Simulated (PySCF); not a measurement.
Simulation results for C₂H₈GeSi, CH₇GeNSi

Calculation on a computer-drawn molecule: the log of a Hartree-Fock and frozen-core CCSD(T) single point meant for a local Hartree-Fock minimum, with one planted fault or none, to be diagnosed. Offsets are logged minus clean, where the clean run is the same molecule without the fault. The reference is restricted for singlets and unrestricted otherwise, and also for a bond in bohr or an excited solution. Adding or removing an electron swaps singlet and doublet. The excited solution moves the top pair (singlet) or top alpha electron (doublet) to the lowest empty orbital. Highest occupied and lowest empty are orbital energies over both spins, largest force is the largest gradient component, triples share is (T) over the correlation energy, the T1 limit is 0.02 restricted and 0.045 unrestricted, electrons count all cores, a negative frequency is imaginary (commonest isotopes), and the dipole is about the centre of nuclear charge; on germanium a core potential holds 10 electrons, which the energies leave out, and 3d is frozen in MP2 and coupled-cluster steps. Program: PySCF 2.14.0.

Common to all runs: meant charge 0; meant multiplicity 1; meant basis cc-pV(D+d)Z; meant basis and core potential on germanium cc-pVDZ-PP ECP10MDF; logged SCF converged yes; logged CC converged yes; logged SCF stable within its kind yes; possible faults no fault, one electron removed, one electron added, multiplicity raised by two, geometry at a saddle point, SCF held on an excited solution, minimal basis STO-3G, one bond length entered in bohr, all coordinates scaled.

(1) C₂H₈GeSi

Logged structure:
```xyz
12
C2H8GeSi
C      0.9963     0.4388    -1.8625
Ge    -0.4004     0.0361    -0.8573
C     -0.3665     0.2823     1.0857
Si    -2.3961    -0.8316    -1.8473
H      1.9173     0.8340    -1.4487
H      0.9754     0.3018    -2.9369
H     -1.1496     0.9770     1.3949
H      1.4642     1.0381     1.6561
H     -0.5314    -0.6700     1.5930
H     -3.5435     0.0620    -1.5627
H     -2.2003    -0.9333    -3.3102
H     -2.7049    -2.1717    -1.2952
```

* logged electrons: 66
* logged basis functions: 114
* logged spin squared: 1.1215
* logged highest occupied: -7.5774 eV
* logged lowest empty: 2.2571 eV
* logged largest force: 0.021895 hartree/bohr
* logged T1 diagnostic: 0.071832
* logged D1 diagnostic: 0.26703
* logged triples share: 0.040465
* logged dipole magnitude: 1.0206 debye
* logged energy HF: -662.53112 hartree
* logged energy CCSD(T): -663.08914 hartree
* planted fault: one bond length entered in bohr, row 7 of the drawn bonds
* HF energy offset from clean run: 77.62 kcal/mol
* CCSD(T) energy offset from clean run: 82.96 kcal/mol

Drawn bonds:
```csv
atom,other atom,order
1,2,2
2,3,1
2,4,1
1,5,1
1,6,1
3,7,1
3,8,1
3,9,1
4,10,1
4,11,1
4,12,1
```

Notes: T1 above single-reference limit.

(2) CH₇GeNSi

Logged structure:
```xyz
11
CH7GeNSi
C      0.1149    -0.8345     0.1008
Ge    -0.2956     0.5153    -0.9551
N      0.1417     0.5371    -2.7281
Si    -1.5229     2.4512    -0.2899
H      0.6712    -1.7018    -0.2339
H     -0.2345    -0.8423     1.1257
H      0.7705    -0.1885    -3.0257
H      0.4623     1.4172    -3.0912
H     -0.7450     3.6696    -0.6128
H     -1.7573     2.3792     1.1678
H     -2.8146     2.5052    -1.0088
```

- logged electrons: 66
- logged basis functions: 109
- logged spin squared: 2.0287
- logged highest occupied: -5.2032 eV
- logged lowest empty: 1.083 eV
- logged largest force: 0.11064 hartree/bohr
- logged T1 diagnostic: 0.016818
- logged D1 diagnostic: 0.084709
- logged triples share: 0.026592
- logged dipole magnitude: 2.0011 debye
- logged energy HF: -678.59435 hartree
- logged energy CCSD(T): -679.13875 hartree
- planted fault: multiplicity raised by two
- HF energy offset from clean run: 40.75 kcal/mol
- CCSD(T) energy offset from clean run: 64.34 kcal/mol

Drawn bonds:
```csv
atom,other atom,order
1,2,2
2,3,1
2,4,1
1,5,1
1,6,1
3,7,1
3,8,1
4,9,1
4,10,1
4,11,1
```

(3) CH₇GeNSi

Logged structure:
```xyz
11
CH7GeNSi
C      0.1256    -0.9121     0.1102
Ge    -0.3231     0.5632    -1.0440
N      0.1549     0.5870    -2.9818
Si    -1.6645     2.6792    -0.3168
H      0.7336    -1.8600    -0.2557
H     -0.2563    -0.9206     1.2303
H      0.8422    -0.2060    -3.3071
H      0.5053     1.5490    -3.3786
H     -0.8143     4.0109    -0.6698
H     -1.9207     2.6005     1.2764
H     -3.0764     2.7382    -1.1026
```

* logged electrons: 66
* logged basis functions: 109
* logged spin squared: 0
* logged highest occupied: -7.4695 eV
* logged lowest empty: 1.8834 eV
* logged largest force: 0.058469 hartree/bohr
* logged T1 diagnostic: 0.017287
* logged D1 diagnostic: 0.060274
* logged triples share: 0.038147
* logged dipole magnitude: 1.913 debye
* logged energy HF: -678.58319 hartree
* logged energy CCSD(T): -679.19111 hartree
* planted fault: all coordinates scaled, by +9.3 %
* HF energy offset from clean run: 47.75 kcal/mol
* CCSD(T) energy offset from clean run: 31.48 kcal/mol

Drawn bonds:
```csv
atom,other atom,order
1,2,2
2,3,1
2,4,1
1,5,1
1,6,1
3,7,1
3,8,1
4,9,1
4,10,1
4,11,1
```

(4) CH₇GeNSi

Structure as in entry 2.

- logged electrons: 67
- logged basis functions: 109
- logged spin squared: 0.7798
- logged highest occupied: 1.1087 eV
- logged lowest empty: 8.3075 eV
- logged largest force: 0.058109 hartree/bohr
- logged T1 diagnostic: 0.015524
- logged D1 diagnostic: 0.060215
- logged triples share: 0.029624
- logged dipole magnitude: 2.663 debye
- logged energy HF: -678.59353 hartree
- logged energy CCSD(T): -679.18178 hartree
- planted fault: one electron added
- HF energy offset from clean run: 41.26 kcal/mol
- CCSD(T) energy offset from clean run: 37.34 kcal/mol

Drawn bonds:
```csv
atom,other atom,order
1,2,2
2,3,1
2,4,1
1,5,1
1,6,1
3,7,1
3,8,1
4,9,1
4,10,1
4,11,1
```

Notes: highest electron not bound in this basis.
